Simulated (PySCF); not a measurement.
# Converging HI⁺ in the basis (PBE)

PySCF, UKS reference; doublet, unpaired electrons π ↑; De to H + I⁺ without counterpoise correction.

```json
{"basis": "x2c-SVPall", "relativity": "spin-free X2C", "functions": "41", "Re (Å)": "1.653", "ωe (cm⁻¹)": "2155", "De (eV)": "3.41", "μ (D)": "-1.24"}
{"basis": "def2-SVPD", "relativity": "scalar-relativistic core potentials", "functions": "43", "Re (Å)": "1.657", "ωe (cm⁻¹)": "2146", "De (eV)": "3.41", "μ (D)": "-1.11"}
{"basis": "cc-pVTZ/cc-pVTZ-PP", "relativity": "scalar-relativistic core potentials", "functions": "53", "Re (Å)": "1.655", "ωe (cm⁻¹)": "2133", "De (eV)": "3.41", "μ (D)": "-1.13"}
```

Problem. How does each smaller set differ from the one with most functions, cc-pVTZ/cc-pVTZ-PP?

Solution. x2c-SVPall: -0.2 pm, +1.0 % in ωe, +0.00 eV in De; def2-SVPD: +0.2 pm, +0.6 % in ωe, +0.00 eV in De. All at PBE; the set with most functions is neither the basis-set limit nor always the best. The rows treat relativity differently, so the differences are not basis effects alone.

A positive dipole points towards I; it is taken about the centre of mass and depends on that origin. These are scalar-relativistic numbers at best; spin–orbit coupling would shift them, the dissociation energy most. For an ion De counts to the pair picked by the measured ionisation energies or electron affinities, which need not be the lowest pair at this level. The state was picked by a PBE0 search and need not be the measured ground state.
